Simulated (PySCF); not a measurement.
Molecule: SMILES CB(C)BN, C₂H₉B₂N.

Bonds (- single, = double, # triple, : aromatic): C1-B2, B2-C3, B2-B4, B4-N5. C1 carries H6, H7, H8; C3 carries H9, H10, H11; B4 carries H12; N5 carries H13, H14.

Frames of a GFN2-xTB Langevin trajectory at 600 K; GIAO PBE0/pcSseg-1 shieldings in PySCF 2.14, gas phase, non-relativistic; equivalent atoms averaged within each frame.

δ = σ(ref) − σ, references computed at the same level: TMS for $^{13}$C (186.93 ppm) and $^{1}$H (31.72 ppm); $^{11}$B (100.07 ppm) against BF3·OEt2; NH3 for $^{15}$N (267.73 ppm). The references are static minima.

**Question.** How do the shifts (ppm) fluctuate along the trajectory?

**Answer.** 
```tsv
time (fs)	C1/C3	B2	B4	N5	H13/H14	H12	H6/H7/H8/H9/H10/H11
optimised geometry	18.3	102.6	47.7	115.2	4.22	5.91	1.04
250	26.4	100.7	39.4	132.5	5.38	5.36	2.07
425	25.0	104.1	47.3	112.4	4.29	6.95	1.44
625	25.9	98.2	40.5	123.7	4.06	5.00	1.94
800	25.7	95.9	51.5	132.8	4.89	5.61	2.12
1000	17.7	110.9	60.2	103.3	3.50	5.79	0.86
mean of frames	24.1	102.0	47.8	121.0	4.42	5.74	1.69
standard deviation	3.7	5.8	8.5	12.9	0.73	0.74	0.53
```

5 frames give an uncertainty of the mean of about the standard deviation over 2.2 at best, since frames this close in time may not be independent; classical motion lacks zero-point vibration, and the reference would need the same averaging.
